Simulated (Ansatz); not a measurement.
Coupled-cluster diagnostics for [ReS4]- (ReS4⁻), Ansatz.

Geometry of the singlet (PBE0-D4/def2-SVPD):

```xyz
5

Re    0.000    0.000    0.000
S     1.898    0.858    0.530
S     0.233   -1.229   -1.748
S    -1.406    1.573   -0.410
S    -0.725   -1.202    1.628
```

In the def2 sets Re takes a core potential; there is no spin–orbit coupling. Correlated methods freeze 20 core orbitals; core or outer-core shells of Re are correlated, in sets that lack core-valence functions.

Q: Estimate the CCSD(T) correlation energy, the shares of MP2 and (T), T1 and the reference's ⟨S²⟩ for: charge -1, singlet, own geometry in def2-SVPD; charge 0, doublet, vertical in def2-SVPD; and the rough time on 4 threads of Arm Neoverse V1 on a shared host.

A: 
```csv
state,basis,correlation (eV),MP2 share (%),(T) share (%),T1,⟨S²⟩ (pure),wall time,remarks
"charge -1, singlet, own geometry",def2-SVPD,-29.410,102.0,7.4,0.022,0.00 (0.00),27 s,–
"charge 0, doublet, vertical",def2-SVPD,-27.849,91.5,6.9,0.075,2.05 (0.75),2.1 min,"large T1, spin-contaminated"
```
Customary marks for T1 are 0.02 (closed shells), 0.045 (open shells) and about 0.05 (3d metals). T1 exceeds 0.02 in 2 of 2 rows and 0.045 in 1; the higher it lies, the less the single-reference result can be trusted.
